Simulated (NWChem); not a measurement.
System: ZnSiH$_{3}$F; SMILES [F][Zn][SiH3]

Give the equilibrium geometry at PBE0/def2-SVP (NWChem) as a Z-matrix, with the point group.

point group C3v; any orientation.
```
Si
H 1 1.4962
H 1 1.4962 2 107.99
H 1 1.4962 2 107.99 3 -116.54
Zn 1 2.3395 2 110.95 3 121.73
F 5 1.7513 4 154.05 1 -179.98
```
